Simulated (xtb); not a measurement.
H₂O, charge +1, doublet, from a rough starting geometry (a state made from the parent by changing its charge; the spin is typed, not shown lowest); xtb 6.7.1 with GFN2-xTB.

xtb was given this input:
```
$ xtb mol.xyz --gfn 2 --chrg 1 --uhf 1 --opt vtight --json

# file mol.xyz
3

O      0.04274455     0.01598977     0.45155124
H     -0.03026881     0.74179571    -0.22718044
H      0.00332892    -0.78794627    -0.21540022
```

What the program printed (banner, timings and long lists left out):

```
   ID    Z sym.   atoms
    1    8 O      1
    2    1 H      2, 3

           -------------------------------------------------
          |                Calculation Setup                |
           -------------------------------------------------

           -------------------------------------------------
          |                 G F N 2 - x T B                 |
           -------------------------------------------------

          ...................................................
          :                      SETUP                      :
          :.................................................:
          :  # basis functions                   6          :
          :  # atomic orbitals                   6          :
          :  # shells                            4          :
          :  # electrons                         7          :
          :  max. iterations                   250          :
          :  Hamiltonian                  GFN2-xTB          :
          :  restarted?                      false          :
          :  GBSA solvation                  false          :
          :  PC potential                    false          :
          :  electronic temp.          300.0000000     K    :
          :  accuracy                    1.0000000          :
          :  -> integral cutoff          0.2500000E+02      :
          :  -> integral neglect         0.1000000E-07      :
          :  -> SCF convergence          0.1000000E-05 Eh   :
          :  -> wf. convergence          0.1000000E-03 e    :
          :  Broyden damping             0.4000000          :
          :  net charge                          1          :
          :  unpaired electrons                  1          :
          ...................................................

 iter      E             dE          RMSdq      gap      omega  full diag
   1     -4.4165413 -0.441654E+01  0.519E+00   14.89       0.0  T
   2     -4.4165576 -0.163223E-04  0.312E+00   14.83       1.0  T
   3     -4.4165658 -0.818094E-05  0.412E-02   14.72       1.4  T
   4     -4.4165658 -0.504690E-07  0.200E-02   14.72       2.9  T
   5     -4.4165658 -0.680455E-08  0.176E-03   14.72      32.8  T
   6     -4.4165658 -0.144294E-08  0.424E-04   14.72     136.3  T
   7     -4.4165658 -0.139018E-10  0.276E-05   14.72    2092.5  T

   *** convergence criteria satisfied after 7 iterations ***

         :::::::::::::::::::::::::::::::::::::::::::::::::::::
         ::                     SUMMARY                     ::
         :::::::::::::::::::::::::::::::::::::::::::::::::::::
         :: total energy              -4.396592249639 Eh    ::
         :: gradient norm              0.046006191946 Eh/a0 ::
         :: HOMO-LUMO gap             14.719700520906 eV    ::
         ::.................................................::
         :: SCC energy                -4.416565828621 Eh    ::
         :: -> isotropic ES            0.170681219942 Eh    ::
         :: -> anisotropic ES         -0.013077500404 Eh    ::
         :: -> anisotropic XC         -0.001150196759 Eh    ::
         :: -> dispersion             -0.000071949687 Eh    ::
         :: repulsion energy           0.019973578982 Eh    ::
         :: add. restraining           0.000000000000 Eh    ::
         :: total charge               1.000000000000 e     ::
         :::::::::::::::::::::::::::::::::::::::::::::::::::::

      -----------------------------------------------------------
     |                   =====================                   |
     |                        A N C O P T                        |
     |                   =====================                   |
     |               Approximate Normal Coordinate               |
     |                Rational Function Optimizer                |
      -----------------------------------------------------------
      -----------------------------------------------------------
[...]
 * total energy  :    -4.3965922 Eh     change       -0.2211564E-12 Eh
 * total energy  :    -4.4008228 Eh     change       -0.4230581E-02 Eh
 * total energy  :    -4.4033109 Eh     change       -0.2488020E-02 Eh
 * total energy  :    -4.4035321 Eh     change       -0.2212626E-03 Eh
 * total energy  :    -4.4036238 Eh     change       -0.9172591E-04 Eh
 * total energy  :    -4.4036244 Eh     change       -0.5227391E-06 Eh
 * total energy  :    -4.4036245 Eh     change       -0.1027890E-06 Eh
 * total energy  :    -4.4036245 Eh     change       -0.7016441E-09 Eh
   *** GEOMETRY OPTIMIZATION CONVERGED AFTER 8 ITERATIONS ***
[...]

   *** convergence criteria satisfied after 3 iterations ***

         :::::::::::::::::::::::::::::::::::::::::::::::::::::
         ::                     SUMMARY                     ::
         :::::::::::::::::::::::::::::::::::::::::::::::::::::
         :: total energy              -4.403624465795 Eh    ::
         :: gradient norm              0.000004647922 Eh/a0 ::
         :: HOMO-LUMO gap             14.416807968037 eV    ::
         ::.................................................::
         :: SCC energy                -4.425651372462 Eh    ::
         :: -> isotropic ES            0.165168387638 Eh    ::
         :: -> anisotropic ES         -0.016625845685 Eh    ::
         :: -> anisotropic XC         -0.001363934668 Eh    ::
         :: -> dispersion             -0.000071178151 Eh    ::
         :: repulsion energy           0.022026906667 Eh    ::
         :: add. restraining           0.000000000000 Eh    ::
         :: total charge               1.000000000000 e     ::
         :::::::::::::::::::::::::::::::::::::::::::::::::::::

           -------------------------------------------------
          |                Property Printout                |
           -------------------------------------------------

    * Orbital Energies and Occupations

         #    Occupation            Energy/Eh            Energy/eV
      -------------------------------------------------------------
         1        2.0000           -1.0806411             -29.4057
         2        2.0000           -0.9905176             -26.9534
         3        2.0000           -0.9238195             -25.1384
         4        1.0000           -0.8842141             -24.0607 (HOMO)
         5                         -0.3544062              -9.6439 (LUMO)
         6                         -0.1281189              -3.4863
      -------------------------------------------------------------
                  HL-Gap            0.5298079 Eh           14.4168 eV
             Fermi-level           -0.7616635 Eh          -20.7259 eV

     #   Z          covCN         q      C6AA      α(0)
     1   8 O        1.596     0.009    14.409     5.123
     2   1 H        0.798     0.496     0.343     0.920
     3   1 H        0.798     0.496     0.343     0.920

 Mol. C6AA /au·bohr⁶  :         24.509553
 Mol. C8AA /au·bohr⁸  :        443.697388
 Mol. α(0) /au        :          6.963833

Wiberg/Mayer (AO) data.
largest (>0.10) Wiberg bond orders for each atom

 ---------------------------------------------------------------------------
     #   Z sym  total        # sym  WBO       # sym  WBO       # sym  WBO
 ---------------------------------------------------------------------------
     1   8 O    1.507 --     3 H    0.754     2 H    0.754
     2   1 H    0.754 --     1 O    0.754
     3   1 H    0.754 --     1 O    0.754
 ---------------------------------------------------------------------------

Topologies differ in total number of bonds
Writing topology from bond orders to xtbtopo.mol

molecular dipole:
                 x           y           z       tot (Debye)
 q only:       -0.016      -0.024      -0.299
   full:       -0.033      -0.027      -0.498       1.270
molecular quadrupole (traceless):
                xx          xy          yy          xz          yz          zz
 q only:       -1.396      -0.091       2.648       0.009      -0.048      -1.252
  q+dip:       -1.710      -0.114       3.395      -0.003      -0.060      -1.686
   full:       -1.101      -0.093       3.032      -0.076      -0.060      -1.932

optimized geometry written to: xtbopt.xyz

           -------------------------------------------------
          | TOTAL ENERGY               -4.403624465795 Eh   |
          | GRADIENT NORM               0.000004647922 Eh/α |
          | HOMO-LUMO GAP              14.416807968037 eV   |
           -------------------------------------------------

normal termination of xtb
```
